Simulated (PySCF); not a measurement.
**Static response to an electric field**

Compound: C3H9NO3Si.
Structure used (GFN2-xTB), in Å, numbered top down from 1:
```
atom  x, y, z in Å
C1     2.503    1.221    0.422
N2     1.217    0.571    0.353
Si3    1.002   -1.124    0.234
O4    -0.573   -1.544    0.306
C5    -1.624   -1.114   -0.474
C6    -2.179    0.229   -0.043
O7    -1.702    0.965    0.775
O8    -3.303    0.519   -0.709
H9     3.212    0.663   -0.187
H10    2.432    2.239    0.036
H11    2.896    1.264    1.443
H12    0.501    1.088    0.846
H13    1.454   -1.990    1.320
H14    1.579   -1.487   -1.069
H15   -1.338   -1.021   -1.531
H16   -2.435   -1.850   -0.408
H17   -3.649    1.382   -0.431
```

Level: PBE0/def2-SVPD (PySCF), static field, nuclei fixed, core orbitals frozen in the response. The polarisability tensor in these axes (au):

```
x   90.54  0.73  7.05
y    0.73 81.38  3.18
z    7.05  3.18 70.10
```

Question: Diagonalise the tensor; give its mean and Δα, where Δα² is half the sum of the squared differences of the eigenvalues.

Answer: Principal values 67.33, 81.71 and 92.97 au; mean 80.67 au = 11.95 Å³ = 13.30 × 10⁻⁴⁰ C²·m²/J; Δα = 22.26 au (28 % of the mean).

Question: What is the dipole moment, and where does it point?

Answer: (-1.07, 0.99, -1.17) D, 1.87 D in size, pointing from the negative to the positive side. Measured along this direction, the outermost atoms are H13 at the negative end and H17 at the positive end.

Question: Refractivity n − 1 of an ideal gas of it at 350 K and 1 atm, from the electronic α?

Answer: N = p/kT = 2.0968 × 10¹⁹ cm⁻³, so n − 1 = 2π × N × 11.95 × 10⁻²⁴ cm³ = 1575 × 10⁻⁶ at long wavelengths, for an ideal gas.

Question: Find the Langevin capture rate constant for H3+ (3.023 u) meeting this molecule (135.035 u), k = 2.342 × 10⁻⁹ cm³/s × √(α in Å³ / reduced mass in u).

Answer: The reduced mass is 2.96 u, so k = 4.71 × 10⁻⁹ cm³/s. The formula leaves out the permanent dipole, which adds to the capture rate.

Question: What depolarisation ratio follows for Rayleigh scattering of linearly polarised light, taking the static tensor?

Answer: ρ = 3Δα²/(45ᾱ² + 4Δα²) = 1487.0/(292847 + 1982.7) = 0.00504.

Question: In a dilute gas of rigid molecules at 500 K, how does the orientational term μ²/3kT compare with the electronic polarisability?

Answer: In Gaussian units μ²/3kT = 16.84 Å³ against 11.95 Å³, a ratio of 1.41; the Debye molar polarisation (4π/3)N_A(α + μ²/3kT) is 72.6 cm³/mol, leaving out the vibrational part.

One conformer (not necessarily the lowest) at the GFN2-xTB geometry, without solvent, vibrations or thermal averaging.

These values come from a run that also computed excited states. The run took 67 s of wall time on an Arm Neoverse V1 with one thread, no GPU, shared host with 32 logical CPUs at a one-minute load of 26, and the process peaked at 0.96 GiB of memory.
